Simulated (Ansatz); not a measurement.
`C=CN[SiH3]` + `CC1B[SiH2]1` → `[SiH3]C1B[SiH2]1` + `C=CNC`  (formal exchange of groups at the Si–N bond)

Calculated with Ansatz (gas phase, PBE0-D4/def2-TZVP geometries, no zero-point term in ΔE). CCSD(T)/CBS is the MP2 limit (def2-TZVPP, def2-QZVPP) plus CCSD(T) − MP2 in def2-TZVPP, frozen cores. This one scheme is used for every species. DFT in def2-TZVPP. One conformer a species, not always the lowest.

| level | ΔE (kcal/mol) |
| --- | --- |
| r2SCANh-D4 | 11.1 |
| r2SCAN0 | 10.9 |
| BHLYP | 12.4 |
| MP2/CBS(def2) | 12.8 |

(1) What does CCSD(T)/CBS give? (Estimate.)

Largest T1 diagnostic among the species: 0.014.

Results:

(1) Ansatz gave: +12.2 kcal/mol. The listed levels differ from it by -1.1, -1.3, 0.2, 0.6 kcal/mol.

The D4 term adds −0.7 kcal/mol with B3LYP and −0.4 kcal/mol with PBE0; it sums over pairs of atoms, weighted by their polarisabilities, and B3LYP, whose exchange is more repulsive, gets the larger term. In def2-TZVPP, CCSD(T) changes the Hartree–Fock value by +1.2 kcal/mol (the triples alone add +0.4 kcal/mol) and MP2 by +1.9 kcal/mol.

B3LYP here is the variant with VWN-RPA as its local correlation; programs differ in this.
